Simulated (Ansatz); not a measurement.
This singlet lies 2.01 eV below the relaxed triplet at the level B3LYP/cc-pVTZ // PBE0-D3(BJ)/def2-TZVP (Ansatz, a program for electronic structure).

Species: CHNOSi, SMILES `N#C[Si]O` (lower singlet) (charge 0, multiplicity 1).

Question: Give a relaxed geometry from PBE0-D3(BJ)/def2-TZVP (Ansatz).

Answer: One answer among several that fit: the end point of this relaxation, one of several conformers (outside a Z-matrix the atoms follow the SMILES, hydrogens last).
Cartesian coordinates (Å) in one orientation:
```xyz
5

N      2.110    -0.576     0.128
C      1.143     0.036    -0.036
Si    -0.355     1.193    -0.352
O     -1.547     0.125    -0.004
H     -1.351    -0.777     0.264
```
